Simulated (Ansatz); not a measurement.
Coupled-cluster run, `C[SiH]([AlH2])[GaH2]`.

```yaml
crystal:
  periodic: [false, false, false]
  atoms:
    - {symbol: C, position_ang: [-1.096760, 1.318881, -0.780080]}
    - {symbol: Si, position_ang: [-0.383380, 0.007344, 0.383055]}
    - {symbol: Al, position_ang: [1.810589, 0.572584, 1.304468]}
    - {symbol: Ga, position_ang: [-0.203518, -2.162791, -0.634923]}
    - {symbol: H, position_ang: [-2.085949, 1.028964, -1.139847]}
    - {symbol: H, position_ang: [-1.185580, 2.284615, -0.278498]}
    - {symbol: H, position_ang: [-0.446935, 1.448236, -1.648207]}
    - {symbol: H, position_ang: [-1.290810, -0.177292, 1.562152]}
    - {symbol: H, position_ang: [2.398522, -0.250750, 2.531361]}
    - {symbol: H, position_ang: [2.704646, 1.721930, 0.659345]}
    - {symbol: H, position_ang: [-0.238682, -2.340510, -2.202104]}
    - {symbol: H, position_ang: [0.017857, -3.451211, 0.243278]}
basis:
  gaussian: {orbitals: def2-SVP}
correlation: {method: ccsd_t}
```

```sh
$ ansatz run in.yaml --threads 4 --pin off --events-out ev --progress --plain --max-ram 10444MiB
```

Log, shortened:

```
Functional definition: HF
1211 factors; integrals over basis functions are off by at most 1.1e-3 eV
mean field evaluation 1: about -67921.6617 eV, gradient 2.4e1 eV
mean field evaluation 2: about -67921.6645 eV, gradient 2.4e1 eV
mean field evaluation 4: about -67923.7323 eV, gradient 3.0e0 eV
mean field evaluation 8: about -67923.7704 eV, gradient 3.3e-4 eV
mean field -67923.77043373 eV, -2496.1525230545 hartree, gradient 1.2e-6 eV, S^2 0.000000; 0 other end points of the search recorded, 0 dependent functions left out
20 core orbitals not correlated: weight in the atoms' cores, before any rotation towards them, 1.000 or more for the frozen orbitals, at most 0.000 for the correlated occupied ones
reference -67923.77043373 eV, -2496.1525230545 hartree; 16, 16 occupied and 86, 86 virtual orbitals, 1211 factors
second order -14.34231071 eV of doubles, -0.00000000 eV of singles
cycle   1  -15.07353331 eV  change   -7.3e-1 eV  update   1.1e-1
cycle   2  -15.69295374 eV  change   -6.2e-1 eV  update   3.6e-2
cycle   3  -15.78757046 eV  change   -9.5e-2 eV  update   1.7e-2
cycle   4  -15.78358122 eV  change    4.0e-3 eV  update   4.8e-3
cycle   5  -15.78293218 eV  change    6.5e-4 eV  update   1.8e-3
cycle   6  -15.78221076 eV  change    7.2e-4 eV  update   7.4e-4
cycle   7  -15.78196895 eV  change    2.4e-4 eV  update   2.8e-4
cycle   8  -15.78201848 eV  change   -5.0e-5 eV  update   9.5e-5
cycle   9  -15.78203764 eV  change   -1.9e-5 eV  update   3.2e-5
perturbative correction -0.48169704 eV, -0.0177020396 hartree
Total energy: -67940.03416841 eV, -2496.7502042800 hartree
```

It took 6 s on 4 threads of an Arm Neoverse V2 on a shared host, with 0.6 GiB of host memory at the peak.

MP2 recovers 88.2 % of the CCSD(T) correlation energy and the triples give 3.0 %; T1 = 0.0124.
